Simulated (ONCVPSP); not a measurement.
**Plane-wave convergence, ONCV potential for germanium**

Ge, optimised norm-conserving Vanderbilt (ONCV), made with ONCVPSP 4.0.1 (PBE, scalar-relativistic). Core [Ar], reference 3d10 4s1 4p3. Waves: 4s: rc 1.70 bohr, ncon 3, nbas 6, qcut 4.9 1/bohr, 2 projectors, debl 2.5 Ha; 4p: rc 2.00 bohr, ncon 4, nbas 9, qcut 4.1 1/bohr, 2 projectors, debl 1.6 Ha; 3d: rc 0.95 bohr, ncon 4, nbas 9, qcut 16.9 1/bohr, local. Local part: the d channel. Core correction: Teter function fitted to the true core (icmod 2), fcfact 0.7.

Q: For each optimised wave give the share of its norm inside rc, the residual kinetic energy above qcut (Ha) and the cutoffs (Ha) for errors of 10, 1, 0.1 and 0.01 mHa per electron.

A:

| wave | norm inside rc | residual KE | 10 mHa | 1 mHa | 0.1 mHa | 0.01 mHa |
| --- | --- | --- | --- | --- | --- | --- |
| 4s | 0.345 | 5.2e-05 | 6.4 | 9.0 | 11.4 | 26.8 |
| s projector 2 | 0.101 | 2.0e-04 | 7.8 | 10.2 | 14.9 | 45.5 |
| 4p | 0.271 | 1.8e-04 | 1.9 | 5.7 | 10.1 | 59.6 |
| p projector 2 | 0.269 | 1.6e-03 | 6.5 | 8.9 | 19.8 | 76.6 |
| 3d | 0.772 | 2.9e-06 | 97.2 | 113.9 | 126.2 | 136.2 |

The occupied waves need 114 Ha and 126 Ha for 1 and 0.1 mHa. Note: ghosts flagged at negative energy: s at -527.3 eV, p at -126.2 eV; GHOST(+) flagged for s at 179.7 eV. A true bound ghost makes a file unfit for plane-wave use.
